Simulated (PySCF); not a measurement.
Si(H)2(OMe)(SMe) (C₂H₈OSSi), SMILES CO[SiH2]SC. Atoms are numbered in the order given.

```xyz
13

Si     0.2717    -0.9212     0.5670
O      1.7764    -0.1901     0.4231
C      1.9391     1.2133     0.3619
S     -1.1489    -0.3726    -0.9560
C     -1.8825     1.1447    -0.2166
H     -0.3508    -0.5565     1.8933
H      0.5366    -2.3845     0.4230
H      3.0235     1.4437     0.3283
H      1.4670     1.6424    -0.5519
H      1.5062     1.7307     1.2512
H     -1.2067     2.0153    -0.3188
H     -2.8151     1.3501    -0.7751
H     -2.1328     0.9895     0.8508
```
Charge 0, spin multiplicity 1.

Coordinates come from a PBE-D3(BJ)/def2-SVP optimisation. The values are those of a single conformer.

The numbers are results of PBE-D3(BJ)/def2-SVP (PySCF), not measurements.

Frequencies are harmonic and unscaled.

Computed harmonic wavenumbers and intensities:
```
mode  ν (cm⁻¹)  IR (km/mol)  moving atoms (share of kinetic energy)
----  --------  -----------  --------------------------------------
1           49          1.9                  H 36 %, C 31 %, S 23 %
2           75          0.7                  C 55 %, H 31 %, Si 9 %
3           93          0.5                                  H 88 %
4          138          0.0                                  H 93 %
5          176          5.9          O 30 %, C 27 %, H 25 %, S 13 %
6          207          1.9  H 33 %, C 28 %, Si 16 %, S 14 %, O 9 %
7          293          7.9         O 46 %, Si 19 %, H 16 %, S 14 %
8          483         34.9                 Si 45 %, S 40 %, H 10 %
9          578         32.9                         H 67 %, Si 22 %
10         692          5.9                   C 59 %, S 31 %, H 9 %
11         739         17.9         H 42 %, Si 22 %, O 19 %, C 16 %
12         750         25.0                  H 70 %, O 18 %, Si 9 %
13         852        275.2                         H 85 %, Si 13 %
14         877        120.3                         H 89 %, Si 10 %
15         930          9.5                          H 84 %, C 14 %
16         941          3.0                          H 81 %, C 16 %
17        1115        136.7                  O 39 %, C 34 %, H 26 %
18        1133          1.0                          H 76 %, C 19 %
19        1168         72.8                  H 53 %, C 24 %, O 23 %
20        1283          5.1                          H 87 %, C 13 %
21        1396          7.9                                  H 95 %
22        1406          9.4                                  H 96 %
23        1416          3.8                                  H 92 %
24        1422          0.9                                  H 93 %
25        1427         14.4                                  H 96 %
26        2125        107.5                                  H 97 %
27        2221         93.2                                  H 96 %
28        2909         58.3                                  H 97 %
29        2980         34.6                           H 91 %, C 9 %
30        2981         20.1                                  H 98 %
31        3041         29.4                           H 91 %, C 9 %
32        3087          4.8                          H 90 %, C 10 %
33        3097          1.4                          H 90 %, C 10 %
```
